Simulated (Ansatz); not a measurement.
Basis-set series for `[CH3][Zr]([CH3])([NH2])[NH2]`. The species carries charge 0 and has multiplicity 1. Zr: def2 effective core potential. All single points use the PBE0-D4/def2-TZVP geometry. It is one conformer, not always the lowest.

```csv
atom,x (Å),y (Å),z (Å)
C1,-1.810,0.982,-0.392
Zr2,0.182,0.116,0.141
C3,0.461,-1.738,-1.077
N4,0.104,-0.442,2.093
N5,1.690,1.448,-0.147
H6,-1.967,1.978,0.040
H7,-1.898,1.079,-1.483
H8,-2.640,0.349,-0.053
H9,-0.238,-2.532,-0.786
H10,1.472,-2.153,-0.990
H11,0.285,-1.521,-2.139
H12,-0.577,-1.099,2.454
H13,0.693,-0.141,2.856
H14,1.606,2.455,-0.103
H15,2.639,1.218,-0.414
```

```
functional       basis  functions  energy (Eh)  HOMO (eV)  LUMO (eV)
   PBE0-D4  def2-TZVPP        320   -238.71199      -6.94      -0.35
   PBE0-D4  def2-QZVPP        609   -238.72695      -6.98      -0.38
   ωB97M-V  def2-TZVPP        320   -238.75911      -9.29       0.85
   ωB97M-V  def2-QZVPP        609   -238.77349      -9.32       0.53
```

**Question.** Give the rows for def2-SVP. (Estimate.)

**Answer.** Computed: 
```json
{"functional": "PBE0-D4", "basis": "def2-SVP", "functions": "137", "energy (Eh)": "-238.47400", "HOMO (eV)": "-6.80", "LUMO (eV)": "-0.19"}
{"functional": "ωB97M-V", "basis": "def2-SVP", "functions": "137", "energy (Eh)": "-238.50859", "HOMO (eV)": "-9.15", "LUMO (eV)": "1.11"}
```

Positive LUMOs are unbound and depend on the basis.
